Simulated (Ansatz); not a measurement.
```yaml
crystal:
  periodic: [true, true, true]
  atoms:
    - {symbol: N, position_ang: [-0.700153, 1.515679, -0.754212]}
    - {symbol: C, position_ang: [0.055521, 0.334457, -0.913469]}
    - {symbol: O, position_ang: [-0.311769, -0.671599, -0.133179]}
    - {symbol: Ga, position_ang: [0.651950, -1.550911, 1.201996]}
    - {symbol: H, position_ang: [-1.660893, 1.299294, -1.080086]}
    - {symbol: H, position_ang: [-0.775098, 1.820377, 0.310071]}
    - {symbol: H, position_ang: [1.135971, 0.664612, -0.504889]}
    - {symbol: H, position_ang: [0.235606, 0.012095, -1.792828]}
    - {symbol: H, position_ang: [-0.105411, -2.734338, 1.803844]}
    - {symbol: H, position_ang: [2.006975, -0.774664, 1.627070]}
basis:
  gaussian: {orbitals: pcseg-2, point_charges: [{charge: -1.00, position_ang: [6.293, -0.407, -0.150]}]}
hamiltonian: {xc: {name: PBE}, dispersion: d3bj}
scf: {lower_state_search: full}
output: {forces: true}
```

```sh
$ ansatz run in.yaml --threads 4 --pin off --events-out ev --progress --plain --max-ram 10444MiB
```

It prints (some lines left out):

```
Error: YAML parse error: error: line 2 column 3: crystal: missing field `lattice` (a structure is typed as `lattice` and `atoms`, a molecule's as `atoms` in Å alone, or read from a run's directory, `checkpoint`)
 --> <input>:2:3
1 | crystal:
2 |   periodic: [true, true, true]
3 |   atoms:
4 |     - {symbol: N, position_ang: [-0.700153, 1.515679, -0.754212]}
```

In this input the molecule is marked periodic without a cell. The program refused the input.
